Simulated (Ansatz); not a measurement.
System: PbBr (charge 0, doublet). 
Coordinates optimised at B3LYP-D3(BJ)/def2-TZVP (Ansatz, an electronic-structure program):
```
Pb
Br 1 2.6381
```
Charge 0, spin multiplicity 2.

Property: atomisation energy (electronic, to ground-state atoms), in kcal/mol. Valence correlation only, unless marked. UHF or UKS for open shells. Spin-orbit coupling is left out. The frozen core is the preceding noble-gas configuration, with the filled d and f shells of earlier blocks. In def2 rows, elements after Kr have scalar-relativistic effective core potentials. The coupled-cluster limit lacks core correlation, which all-electron functionals hold. Basis-set limits of correlation are two-point, X^-3; Hartree-Fock from the larger set. The bracket is a focal-point correction in the basis named.

```json
[
 {"level": "PBE-D4/def2-TZVPD", "program": "Ansatz + dftd4", "atomisation energy (kcal/mol)": "84.6", "minus last row": "6.1"},
 {"level": "r2SCANh/def2-TZVPD", "program": "Ansatz", "atomisation energy (kcal/mol)": "80.2", "minus last row": "1.7"},
 {"level": "wB97X/def2-TZVPD", "program": "Ansatz", "atomisation energy (kcal/mol)": "82.2", "minus last row": "3.7"},
 {"level": "PBE-QIDH/def2-TZVPD", "program": "Ansatz", "atomisation energy (kcal/mol)": "77.5", "minus last row": "-1.0"},
 {"level": "RI-MP2/CBS(def2-TZVPP,def2-QZVPP)", "program": "Ansatz", "atomisation energy (kcal/mol)": "80.4", "minus last row": "1.9"},
 {"level": "SCS-MP2/def2-TZVPPD", "program": "Ansatz", "atomisation energy (kcal/mol)": "74.2", "minus last row": "-4.3"},
 {"level": "CCSD(T)/def2-TZVPPD", "program": "Ansatz", "atomisation energy (kcal/mol)": "74.1", "minus last row": "-4.4"},
 {"level": "RI-MP2/CBS(def2-TZVPPD,def2-QZVPPD)+[CCSD(T)-MP2]/def2-SVPD", "program": "Ansatz", "atomisation energy (kcal/mol)": "78.0", "minus last row": "-0.5"},
 {"level": "RI-MP2/CBS(def2-TZVPPD,def2-QZVPPD)+[CCSD(T)-MP2]/def2-TZVPPD", "program": "Ansatz", "atomisation energy (kcal/mol)": "78.1", "minus last row": "-0.4"},
 {"level": "CCSD(T)/CBS(def2-TZVPPD,def2-QZVPPD)", "program": "Ansatz", "atomisation energy (kcal/mol)": "78.5", "minus last row": "0.0"}
]
```
